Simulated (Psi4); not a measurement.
C₃H₈N, doublet, geometry from GFN2-xTB; TPSS/STO-3G in Psi4.

Input for Psi4:
```
memory 2 GB

molecule mol {
0 2
N     0.001077    0.052527    0.222910
C    -0.001197    1.432479    0.079403
C     1.208708   -0.648419   -0.127111
C    -1.208487   -0.651122   -0.114799
H     0.919958    1.932558    0.313588
H    -0.921034    1.930500    0.322966
H     1.309303   -0.793595   -1.212227
H     1.206468   -1.629783    0.351068
H     2.069969   -0.085681    0.226858
H    -1.319806   -0.796534   -1.198835
H    -2.067353   -0.090307    0.247933
H    -1.199182   -1.632473    0.363322
symmetry c1
}

set {
  basis sto-3g
  reference uks
}

energy('tpss')
print_variables()
```

### Question
What does Psi4 print? Leave out banner, timings and long lists.

### Answer

```
   => Loading Basis Set <=

    Name: STO-3G
    Role: ORBITAL
    Keyword: BASIS

         ---------------------------------------------------------
                                   SCF
               by Justin Turney, Rob Parrish, Andy Simmonett
                          and Daniel G. A. Smith
                              UKS Reference
         ---------------------------------------------------------

  ==> Geometry <==

    Molecular point group: c1
    Full point group: C1

    Geometry (in Angstrom), charge = 0, multiplicity = 2:

       Center              X                  Y                   Z               Mass
    ------------   -----------------  -----------------  -----------------  -----------------
         N            0.001048081226     0.032612276620     0.212896613760    14.003074004430
         C           -0.001225918774     1.412564276620     0.069389613760    12.000000000000
         C            1.208679081226    -0.668333723380    -0.137124386240    12.000000000000
         C           -1.208515918774    -0.671036723380    -0.124812386240    12.000000000000
         H            0.919929081226     1.912643276620     0.303574613760     1.007825032230
         H           -0.921062918774     1.910585276620     0.312952613760     1.007825032230
         H            1.309274081226    -0.813509723380    -1.222240386240     1.007825032230
         H            1.206439081226    -1.649697723380     0.341054613760     1.007825032230
         H            2.069940081226    -0.105595723380     0.216844613760     1.007825032230
         H           -1.319834918774    -0.816448723380    -1.208848386240     1.007825032230
         H           -2.067381918774    -0.110221723380     0.237919613760     1.007825032230
         H           -1.199210918774    -1.652387723380     0.353308613760     1.007825032230

  Running in c1 symmetry.

  Rotational constants: A =      0.31471  B =      0.30225  C =      0.16629 [cm^-1]
  Rotational constants: A =   9434.67440  B =   9061.19529  C =   4985.25144 [MHz]
  Nuclear repulsion =  131.017615844401092

  Charge       = 0
  Multiplicity = 2
  Electrons    = 33
  Nalpha       = 17
  Nbeta        = 16

  ==> Algorithm <==

  SCF Algorithm Type is DF.
  DIIS enabled.
  MOM disabled.
  Fractional occupation disabled.
  Guess Type is SAD.
  Energy threshold   = 1.00e-06
  Density threshold  = 1.00e-06
  Integral threshold = 1.00e-12

  ==> Primary Basis <==

  Basis Set: STO-3G
    Blend: STO-3G
    Number of shells: 20
    Number of basis functions: 28
    Number of Cartesian functions: 28
    Spherical Harmonics?: true
    Max angular momentum: 1

  ==> DFT Potential <==

   => LibXC <=

    Version 7.1.2
    S. Lehtola, C. Steigemann, M. J. T. Oliveira, and M. A. L. Marques,  SoftwareX 7, 1–5 (2018) (10.1016/j.softx.2017.11.002)

   => Composite Functional: TPSS <=

    TPSS Meta-GGA XC Functional

    J. Tao, et al., Phys. Rev. Lett., 91, 146401, 2003

    Deriv               =              1
    GGA                 =           TRUE
    Meta                =           TRUE

    Exchange Hybrid     =          FALSE
    MP2 Hybrid          =          FALSE

   => Exchange Functionals <=

    1.0000   XC_MGGA_X_TPSS

   => Correlation Functionals <=

    1.0000   XC_MGGA_C_TPSS

   => LibXC Density Thresholds  <==

    XC_MGGA_C_TPSS:  1.00E-15
    XC_MGGA_X_TPSS:  1.00E-15

   => Molecular Quadrature <=

    Radial Scheme          =       TREUTLER
    Pruning Scheme         =           NONE
    Nuclear Scheme         =       TREUTLER

    Blocking Scheme        =         OCTREE
    BS radius alpha        =              1
    Pruning alpha          =              1
    Radial Points          =             75
    Spherical Points       =            302
    Total Points           =         255013
    Total Blocks           =           1922
    Max Points             =            256
    Max Functions          =             28
    Weights Tolerance      =       1.00E-15

   => Loading Basis Set <=

    Name: (STO-3G AUX)
    Role: JKFIT
    Keyword: DF_BASIS_SCF

  ==> Integral Setup <==

  SCF_SUBTYPE=INCORE selected. In-core MEM_DF algorithm will be used.
  Using in-core AOs.

  ==> MemDFJK: Density-Fitted J/K Matrices <==

    J tasked:                   Yes
    K tasked:                    No
    wK tasked:                   No
    Algorithm:                 Core
    Schwarz Cutoff:           1E-12
    Mask sparsity (%):       0.7653
    Fitting Condition:        1E-10

   => Auxiliary Basis Set <=

  Basis Set: (STO-3G AUX)
    Blend: DEF2-UNIVERSAL-JKFIT
    Number of shells: 148
    Number of basis functions: 446
    Number of Cartesian functions: 520
    Spherical Harmonics?: true
    Max angular momentum: 4

  Minimum eigenvalue in the overlap matrix is 2.1519343211E-01.
  Reciprocal condition number of the overlap matrix is 8.6675695553E-02.
    Using symmetric orthogonalization.

  ==> Pre-Iterations <==

  SCF Guess: Superposition of Atomic Densities via on-the-fly atomic UHF (no occupation information).

   -------------------------
    Irrep   Nso     Nmo
   -------------------------
     A         28      28
   -------------------------
    Total      28      28
   -------------------------

  ==> Iterations <==

                           Total Energy        Delta E     RMS |[F,P]|

   @DF-UKS iter SAD:  -169.74210710057406   -1.69742e+02   0.00000e+00
   @DF-UKS iter   1:  -171.70448289790991   -1.96238e+00   5.48829e-03 DIIS/ADIIS
   @DF-UKS iter   2:  -171.70167959356854    2.80330e-03   6.42253e-03 DIIS/ADIIS
   @DF-UKS iter   3:  -171.72296733878278   -2.12877e-02   8.98890e-04 DIIS/ADIIS
   @DF-UKS iter   4:  -171.72326543429060   -2.98096e-04   5.07690e-04 DIIS/ADIIS
   @DF-UKS iter   5:  -171.72338515806652   -1.19724e-04   5.04932e-05 DIIS
   @DF-UKS iter   6:  -171.72338798610127   -2.82803e-06   1.13585e-05 DIIS
   @DF-UKS iter   7:  -171.72338812409922   -1.37998e-07   2.34080e-06 DIIS
   @DF-UKS iter   8:  -171.72338812741208   -3.31286e-09   5.08834e-07 DIIS
  Energy and wave function converged.

  ==> Post-Iterations <==

   Electrons on quadrature grid:
      Nalpha   =   16.9999918854 ; deviation = -8.115e-06
      Nbeta    =   15.9999940053 ; deviation = -5.995e-06
      Ntotal   =   32.9999858907 ; deviation = -1.411e-05

   @Spin Contamination Metric:   1.840245412E-03
   @S^2 Expected:                7.500000000E-01
   @S^2 Observed:                7.518402454E-01
   @S   Expected:                5.000000000E-01
   @S   Observed:                5.000000000E-01

    Orbital Energies [Eh]
    ---------------------

    Alpha Occupied:

       1A    -13.954001     2A     -9.870169     3A     -9.870015
       4A     -9.767903     5A     -0.831682     6A     -0.633711
       7A     -0.606351     8A     -0.499201     9A     -0.398498
      10A     -0.394338    11A     -0.383661    12A     -0.332519
      13A     -0.309227    14A     -0.300390    15A     -0.287555
      16A     -0.186489    17A     -0.004874

    Alpha Virtual:

      18A      0.308648    19A      0.339389    20A      0.364185
      21A      0.414240    22A      0.421933    23A      0.429339
      24A      0.455664    25A      0.471733    26A      0.480256
      27A      0.526155    28A      0.560624

    Beta Occupied:

       1A    -13.950221     2A     -9.870238     3A     -9.870084
       4A     -9.755191     5A     -0.822862     6A     -0.632983
       7A     -0.594527     8A     -0.487324     9A     -0.395113
      10A     -0.389286    11A     -0.378224    12A     -0.331457
      13A     -0.307954    14A     -0.296562    15A     -0.283273
      16A     -0.137628

    Beta Virtual:

      17A      0.089154    18A      0.317917    19A      0.346156
      20A      0.376216    21A      0.418216    22A      0.431687
      23A      0.438287    24A      0.457849    25A      0.483491
      26A      0.504301    27A      0.547860    28A      0.591749

    Final Occupation by Irrep:
              A
    DOCC [    16 ]
    SOCC [     1 ]
    NA   [    17 ]
    NB   [    16 ]

  @DF-UKS Final Energy:  -171.72338812741208

   => Energetics <=

    Nuclear Repulsion Energy =            131.0176158444010923
    One-Electron Energy =                -490.2964421600642027
    Two-Electron Energy =                 213.8336078240413940
    DFT Exchange-Correlation Energy =     -26.2781696357903805
    Empirical Dispersion Energy =           0.0000000000000000
    VV10 Nonlocal Energy =                  0.0000000000000000
    Total Energy =                       -171.7233881274120790

  UHF NO Occupations:
  HONO-2 :   15  A 1.9998214
  HONO-1 :   16  A 1.9994662
  HONO-0 :   17  A 1.0000000
  LUNO+0 :   18  A 0.0005338
  LUNO+1 :   19  A 0.0001786
  LUNO+2 :   20  A 0.0001158
  LUNO+3 :   21  A 0.0000639

Computation Completed

Properties will be evaluated at   0.000000,   0.000000,   0.000000 [a0]

Properties computed using the SCF density matrix

 Multipole Moments:

 ------------------------------------------------------------------------------------
     Multipole            Electronic (a.u.)      Nuclear  (a.u.)        Total (a.u.)
 ------------------------------------------------------------------------------------

 L = 1.  Multiply by 2.5417464519 to convert [e a0] to [Debye]
 Dipole X            :          0.0018206           -0.0017921            0.0000286
 Dipole Y            :          0.8092633           -1.2418975           -0.4326342
 Dipole Z            :          0.5351712           -0.6244425           -0.0892713
 Magnitude           :                                                    0.4417485

 ------------------------------------------------------------------------------------

  Variable Map:
  ----------------------------------------------------------------------------
  "CURRENT ENERGY"              =>    -171.723388127412
  "CURRENT REFERENCE ENERGY"    =>    -171.723388127412
  "DD SOLVATION ENERGY"         =>       0.000000000000
  "DFT FUNCTIONAL TOTAL ENERGY" =>    -171.723388127412
  "DFT TOTAL ENERGY"            =>    -171.723388127412
  "DFT VV10 ENERGY"             =>       0.000000000000
  "DFT XC ENERGY"               =>     -26.278169635790
  "GRID ELECTRONS ALPHA"        =>      16.999991885409
  "GRID ELECTRONS BETA"         =>      15.999994005320
  "GRID ELECTRONS TOTAL"        =>      32.999985890729
  "NUCLEAR REPULSION ENERGY"    =>     131.017615844401
  "ONE-ELECTRON ENERGY"         =>    -490.296442160064
  "PCM POLARIZATION ENERGY"     =>       0.000000000000
  "PE ENERGY"                   =>       0.000000000000
  "SCF ITERATION ENERGY"        =>    -171.723388127412
  "SCF ITERATIONS"              =>       8.000000000000
  "SCF TOTAL ENERGY"            =>    -171.723388127412
  "TWO-ELECTRON ENERGY"         =>     213.833607824041
  "XC GRID RADIAL POINTS"       =>      75.000000000000
  "XC GRID SPHERICAL POINTS"    =>     302.000000000000
  "XC GRID TOTAL POINTS"        =>  255013.000000000000

  Array Variable Map:
  ----------------------------------------------------------------------------
  "CURRENT DIPOLE"              =>       0.000028569685 ... -0.089271286808 1 by 3
  "SCF DIPOLE"                  =>       0.000028569685 ... -0.089271286808 1 by 3
  "SCF TOTAL ENERGIES"          =>    -169.742107100574 ... -171.723388127412 1 by 9
```
